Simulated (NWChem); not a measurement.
System: CuNH$_{3}$Cl; SMILES [NH3]->[Cu][Cl]

```xyz
6

Cu     0.0000     0.0000     0.2688
Cl     0.0000     0.0000    -1.8220
N      0.0000     0.0000     2.2001
H      0.6745     0.6745     2.5928
H      0.2469    -0.9214     2.5928
H     -0.9214     0.2469     2.5928
```
Atoms are numbered in this order, from 1.

Program: NWChem. The geometry was optimised at PBE-D3(BJ)/def2-SVP.

For level PW6B95/def2-TZVP:

highest occupied level (eV): -6.66
orbital gap (eV): 5.71
dipole (D): 9.08

**Question.** Estimate the same quantities for level BHandHLYP/def2-TZVP.

**Answer.** 
- highest occupied level (eV): -7.81
- orbital gap (eV): 7.52
- dipole (D): 9.39
